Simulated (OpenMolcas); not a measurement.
# Ta4+ in Cs2ZrCl6: curves along the breathing mode

Ta4+ with its 6 nearest chloride ions, on the Zr site of Cs2ZrCl6 (a = 10.407 Å, distance in the model lattice 2.446 Å). The rest of the host is ab initio model potentials to 7.6 Å and point charges beyond; the distance is set by hand and nothing relaxes. Ligand basis ANO-RCC-VDZP.

```yaml
Program: OpenMolcas 26.06
Method: CASSCF
Basis: ANO-RCC-VDZP [7s6p4d2f1g]
Scalar_Hamiltonian: DKH2, point nucleus
Active_space: 1 electron in 5 orbitals (5d)
State_averaging: 2S+1 = 2 even, 5 roots
Spin-orbit_coupling: state interaction with AMFI integrals over the reference wave functions
```

Spin-free energies (labels of O, the rotations of Oh) in cm-1 above the lowest fitted minimum, as all ligands move together:

| R (Å) | 2T2 | 2E |
| --- | --- | --- |
| 2.335 | 1890 | 34950 |
| 2.388 | 30 | 30550 |
| 2.442 | 810 | 28940 |
| 2.496 | 3790 | 29750 |
| 2.549 | 8460 | 32500 |
| 2.603 | 14670 | 36950 |

Cubic fits give the following; the wavenumber is harmonic, with the mass of all moving ligands, small differences in it between states hang on the degree of the fit, a number in brackets counts states of one label, and the table is a selection of at most 14 states with clean curves.

| State | R0 (Å) | Breathing mode (cm-1) | Minimum (cm-1) |
| --- | --- | --- | --- |
| 2T2 | 2.398 | 373 | 0 |
| 2E | 2.450 | 360 | 28900 |

The minimum of 2E is shifted by +0.0511 Å against 2T2 (from the unrounded fits). With M = 212.7 u for the moving shell, the Huang-Rhys factor in this mode is S = M ω ΔR² / 2ħ = 0.01483 × 212.7 × 373 × 0.0511² = 3.07. Only the first shell moves, against a rigid host.

An orbital triplet at a regular site is open to Jahn-Teller coupling, which can distort the site and quench the lowest spin-orbit gaps and is left out. With metal d orbitals alone the field can be off either way by tens of per cent. Ligand-to-metal charge-transfer states are missing. The least metal-like active orbital is 66 % on the metal (Löwdin) and no ligand orbital is active, so the numbers are rough (holds for R = 2.335). The least metal-like active orbital is 68 % on the metal (Löwdin) and no ligand orbital is active, so the numbers are rough (holds for R = 2.388). The least metal-like active orbital is 69 % on the metal (Löwdin) and no ligand orbital is active, so the numbers are rough (holds for R = 2.442). The least metal-like active orbital is 71 % on the metal (Löwdin) and no ligand orbital is active, so the numbers are rough (holds for R = 2.496). The least metal-like active orbital is 72 % on the metal (Löwdin) and no ligand orbital is active, so the numbers are rough (holds for R = 2.549; R = 2.603). No measured value stands beside these numbers.
